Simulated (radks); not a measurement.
All-electron atom: Sc10+ in [Ne] 3s1. Calculated with a radial shooting solver on a logarithmic mesh with Libxc functionals: Dirac Kohn-Sham, LDA (Slater exchange, Perdew-Wang correlation), spin-unpolarised, spherical densities, finite nucleus; Fermi nuclear charge, rms radius 3.5459 fm.

Unscreened Slater integrals over Kohn-Sham orbitals (eV). Large and small components are both included. Empty in this configuration: 3p1/2.

\begin{tabular}{lr}
integral & value \\ \hline
F0(3s1/2,3s1/2) & 26.918 \\
F0(3s1/2,2p3/2) & 35.363 \\
G1(3s1/2,2p3/2) & 3.4409 \\
F0(3s1/2,2p1/2) & 35.404 \\
G1(3s1/2,2p1/2) & 3.4451 \\
F0(3s1/2,2s1/2) & 34.781 \\
G0(3s1/2,2s1/2) & 2.7435 \\
F0(3s1/2,3p1/2) & 26.879 \\
G1(3s1/2,3p1/2) & 17.811 \\
F0(2p3/2,2p3/2) & 81.903 \\
F2(2p3/2,2p3/2) & 38.457 \\
F0(2p3/2,2p1/2) & 82.250 \\
G2(2p3/2,2p1/2) & 38.458 \\
F0(2p3/2,2s1/2) & 76.150 \\
G1(2p3/2,2s1/2) & 44.326 \\
F0(2p3/2,3p1/2) & 35.843 \\
G2(2p3/2,3p1/2) & 3.6141 \\
F0(2p1/2,2p1/2) & 82.601 \\
F0(2p1/2,2s1/2) & 76.413 \\
G1(2p1/2,2s1/2) & 44.259 \\
F0(2p1/2,3p1/2) & 35.892 \\
G0(2p1/2,3p1/2) & 3.4544 \\
F0(2s1/2,2s1/2) & 72.388 \\
F0(2s1/2,3p1/2) & 35.025 \\
G1(2s1/2,3p1/2) & 2.6564 \\
F0(3p1/2,3p1/2) & 26.881 \\
\end{tabular}
